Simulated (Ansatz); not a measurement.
Process, species as SMILES: OB(O)Cl [chloroboronic acid] -> [O-]B(O)Cl + H+
Structures are relaxed separately at B3LYP-D3(BJ)/def2-TZVP in Ansatz (a program for electronic structure), one conformer each, not searched for the lowest. Frequencies are from Ansatz.

Property: gas-phase deprotonation energy (enthalpy at 298 K, with B3LYP-D3(BJ) rigid-rotor harmonic-oscillator terms), in kcal/mol. Cores are frozen in the correlated levels unless marked. Spin-orbit coupling is left out. No relativistic terms. Anions need diffuse functions: aug- sets have them; def2-D sets add few; the other sets have none. CBS(X,Y): correlation extrapolated as X^-3; Hartree-Fock from the larger set. The bracket is a focal-point correction in the basis named.

| level | program | gas-phase deprotonation energy (kcal/mol) |
|---|---|---|
| revPBE-D3(BJ)/def2-TZVPD | Ansatz + dftd3 | 338.9 |
| revPBE/def2-TZVPD | Ansatz | 338.1 |
| r2SCAN/def2-TZVPD | Ansatz | 339.7 |
| B3LYP-D3(BJ)/def2-TZVPD | Ansatz + dftd3 | 338.9 |
| PBE0/STO-3G | Ansatz | 415.3 |
| PBE0/6-31G* | Ansatz | [?] |
| PBE0-D4/def2-TZVPD | Ansatz + dftd4 | 341.4 |
| r2SCAN0-D4/def2-TZVPD | Ansatz + dftd4 | 342.3 |
| r2SCAN0/def2-TZVPD | Ansatz | 342.3 |
| HSE06-D4/def2-TZVPD | Ansatz + dftd4 | 341.4 |
| B2PLYP-D3(BJ)/def2-TZVPD | Ansatz + dftd3 | 338.1 |
| SCS-MP2/6-31G* | Ansatz | 344.3 |
| SCS-MP2/aug-cc-pV(D+d)Z | Ansatz | 338.7 |
| SCS-MP2/cc-pwCVTZ | Ansatz | 345.9 |
| CCSD(T) with core electrons (1s frozen past Ne)/cc-pwCVTZ | Ansatz | [?] |
| RI-MP2/CBS(aug-cc-pV(T+d)Z,aug-cc-pV(Q+d)Z)+[CCSD(T)-MP2]/aug-cc-pV(T+d)Z | Ansatz | [?] |

### Question
Complete the blanks.

### Answer

- PBE0/6-31G*, gas-phase deprotonation energy (kcal/mol): 345.2
- CCSD(T) with core electrons (1s frozen past Ne)/cc-pwCVTZ, gas-phase deprotonation energy (kcal/mol): 346.8
- RI-MP2/CBS(aug-cc-pV(T+d)Z,aug-cc-pV(Q+d)Z)+[CCSD(T)-MP2]/aug-cc-pV(T+d)Z, gas-phase deprotonation energy (kcal/mol): 340.7
